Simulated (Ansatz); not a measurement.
Consider the formal exchange of groups at the Sn–Al bond: `[CH3][AlH][SnH3]` + `FBF` → `F[B](F)[SnH3]` + `[CH3][AlH2]`.

Isolated molecules relaxed with PBE0-D4/def2-TZVP in Ansatz; ΔE leaves out vibrations. CCSD(T)/CBS adds triple-zeta CCSD(T) − MP2 to the extrapolated MP2 energy (def2 sets, frozen cores). This one scheme is used for every species. Functionals use def2-TZVPP. B3LYP here is the variant with VWN-RPA as its local correlation; programs differ in this. HSE06 is defined as in plane-wave codes. Elements past krypton have def2 core potentials. For Sn outer-core shells are correlated without core-valence functions, which leaves a few kJ/mol of doubt a bond.

```json
{"level": "LDA (SPW92)", "ΔE (kJ/mol)": "60.7", "difference from CCSD(T)/CBS": "-4.1"}
{"level": "PBE-D4", "ΔE (kJ/mol)": "62.3", "difference from CCSD(T)/CBS": "-2.5"}
{"level": "revPBE-D4", "ΔE (kJ/mol)": "59.6", "difference from CCSD(T)/CBS": "-5.2"}
{"level": "BLYP-D4", "ΔE (kJ/mol)": "59.1", "difference from CCSD(T)/CBS": "-5.7"}
{"level": "r2SCAN-D4", "ΔE (kJ/mol)": "63.0", "difference from CCSD(T)/CBS": "-1.8"}
{"level": "B97M-V", "ΔE (kJ/mol)": "49.1", "difference from CCSD(T)/CBS": "-15.7"}
{"level": "PBE0-D4", "ΔE (kJ/mol)": "64.8", "difference from CCSD(T)/CBS": "0.0"}
{"level": "B3LYP-D4", "ΔE (kJ/mol)": "61.8", "difference from CCSD(T)/CBS": "-3.0"}
{"level": "r2SCAN0-D4", "ΔE (kJ/mol)": "65.5", "difference from CCSD(T)/CBS": "0.7"}
{"level": "HSE06-D4", "ΔE (kJ/mol)": "65.2", "difference from CCSD(T)/CBS": "0.4"}
{"level": "BHLYP-D4", "ΔE (kJ/mol)": "64.9", "difference from CCSD(T)/CBS": "0.1"}
{"level": "CAM-B3LYP-D4", "ΔE (kJ/mol)": "58.1", "difference from CCSD(T)/CBS": "-6.7"}
{"level": "ωB97X-V", "ΔE (kJ/mol)": "56.4", "difference from CCSD(T)/CBS": "-8.4"}
{"level": "ωB97M-V", "ΔE (kJ/mol)": "56.8", "difference from CCSD(T)/CBS": "-8.0"}
{"level": "B2PLYP", "ΔE (kJ/mol)": "62.4", "difference from CCSD(T)/CBS": "-2.4"}
{"level": "PBE-QIDH", "ΔE (kJ/mol)": "65.5", "difference from CCSD(T)/CBS": "0.7"}
{"level": "PBE", "ΔE (kJ/mol)": "62.1", "difference from CCSD(T)/CBS": "-2.7"}
{"level": "revPBE", "ΔE (kJ/mol)": "61.7", "difference from CCSD(T)/CBS": "-3.1"}
{"level": "BLYP", "ΔE (kJ/mol)": "59.5", "difference from CCSD(T)/CBS": "-5.3"}
{"level": "r2SCAN", "ΔE (kJ/mol)": "62.8", "difference from CCSD(T)/CBS": "-2.0"}
{"level": "PBE0", "ΔE (kJ/mol)": "64.3", "difference from CCSD(T)/CBS": "-0.5"}
{"level": "r2SCAN0", "ΔE (kJ/mol)": "65.1", "difference from CCSD(T)/CBS": "0.3"}
{"level": "HSE06", "ΔE (kJ/mol)": "64.6", "difference from CCSD(T)/CBS": "-0.2"}
{"level": "BHLYP", "ΔE (kJ/mol)": "63.2", "difference from CCSD(T)/CBS": "-1.6"}
{"level": "CAM-B3LYP", "ΔE (kJ/mol)": "57.5", "difference from CCSD(T)/CBS": "-7.3"}
{"level": "LC-ωPBE", "ΔE (kJ/mol)": "56.9", "difference from CCSD(T)/CBS": "-7.9"}
{"level": "RPA@PBE/def2-TZVPP", "ΔE (kJ/mol)": "56.6", "difference from CCSD(T)/CBS": "-8.2"}
{"level": "HF/def2-SVP", "ΔE (kJ/mol)": "65.4", "difference from CCSD(T)/CBS": "0.6"}
{"level": "MP2/def2-SVP", "ΔE (kJ/mol)": "63.9", "difference from CCSD(T)/CBS": "-0.9"}
{"level": "CCSD/def2-SVP", "ΔE (kJ/mol)": "63.4", "difference from CCSD(T)/CBS": "-1.4"}
{"level": "CCSD(T)/def2-SVP", "ΔE (kJ/mol)": "62.8", "difference from CCSD(T)/CBS": "-2.0"}
{"level": "HF/def2-TZVPP", "ΔE (kJ/mol)": "64.6", "difference from CCSD(T)/CBS": "-0.2"}
{"level": "SCS-MP2/def2-TZVPP", "ΔE (kJ/mol)": "62.4", "difference from CCSD(T)/CBS": "-2.4"}
{"level": "CCSD/def2-TZVPP", "ΔE (kJ/mol)": "62.0", "difference from CCSD(T)/CBS": "-2.8"}
{"level": "CCSD(T)/def2-TZVPP", "ΔE (kJ/mol)": "61.5", "difference from CCSD(T)/CBS": "-3.3"}
{"level": "HF/def2-QZVPP", "ΔE (kJ/mol)": "64.2", "difference from CCSD(T)/CBS": "-0.6"}
{"level": "MP2/def2-QZVPP", "ΔE (kJ/mol)": "66.4", "difference from CCSD(T)/CBS": "1.6"}
{"level": "SCS-MP2/def2-QZVPP", "ΔE (kJ/mol)": "64.0", "difference from CCSD(T)/CBS": "-0.8"}
{"level": "HF/CBS(def2)", "ΔE (kJ/mol)": "64.1", "difference from CCSD(T)/CBS": "-0.7"}
{"level": "CCSD/CBS(def2)", "ΔE (kJ/mol)": "65.2", "difference from CCSD(T)/CBS": "0.4"}
{"level": "CCSD(T)/CBS", "ΔE (kJ/mol)": "64.8", "difference from CCSD(T)/CBS": "0"}
```

Largest T1 diagnostic among the species: 0.014.

Leaving LDA and LC-ωPBE aside and taking each functional with its dispersion term where it has one, the values spread over 16.4 kJ/mol, from B97M-V to r2SCAN0-D4. From BLYP to BHLYP (50 % exact exchange), in def2-TZVPP and without D4, ΔE moves by +3.6 kJ/mol.
